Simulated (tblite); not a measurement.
Compound: CH7NOSi (charge +1 and doublet state).
Atom-mapped SMILES: `[CH3:1][O:2][SiH2:3][NH2+:4]` (hydrogens: H5, H6, H7 on C1; H8, H9 on Si3; H10, H11 on N4)

The geometry is computed with GFN2-xTB (gas phase). This method treats the open shell by occupation alone, without spin polarisation.

(1) List the bond lengths, angles and torsions at this level.

Answers

(1) 
| bond | length (Å) |
| --- | --- |
| C1–O2 | 1.385 |
| O2–Si3 | 1.587 |
| Si3–N4 | 1.712 |
| C1–H5, C1–H6, C1–H7 | 1.094 |
| Si3–H8, Si3–H9 | 1.475 |
| N4–H10 | 1.010 |
| N4–H11 | 1.011 |

Bonds in one row agree within 0.01 Å and their mean is given. A selection of angles:
| angle | degrees |
| --- | --- |
| O2–C1–H5 | 111.9 |
| O2–C1–H6 | 108.9 |
| H5–C1–H6 | 109.8 |
| H6–C1–H7 | 107.1 |
| C1–O2–Si3 | 152.3 |
| O2–Si3–N4 | 120.5 |
| O2–Si3–H8 | 103.0 |
| N4–Si3–H8 | 108.5 |
| H8–Si3–H9 | 113.6 |
| Si3–N4–H10 | 123.2 |
| Si3–N4–H11 | 126.0 |
| H10–N4–H11 | 110.8 |

Torsions: C1–O2–Si3–N4 -2° (synperiplanar). The mirror-image conformer, all signs reversed, is as good.

Si3 (silicon bonded to N, O and 2 H) is distorted tetrahedral (angles from 102.7° to 120.5°). N4 (nitrogen bonded to Si and 2 H) is planar (angles 126.0°, 123.2° and 110.8°, sum 360.0°, 0.00 Å off the plane of its three neighbours). The 4 heavy atoms lie in one plane (0.003 Å rms).

Point group: near Cs, missed by 0.19 Å at most; the miss may be what the optimiser left on a soft mode. Its GFN2-xTB frequencies are all real (lowest 55 cm⁻¹). Torsions: C1–O2–Si3–N4 -2°, O2–Si3–N4–H 180° and 0°.

Time: 0.32 s of wall time. Hardware: one thread of an Arm Neoverse V2, no GPU, shared host with 96 logical CPUs at a one-minute load of 78. These figures are those of the optimisation.
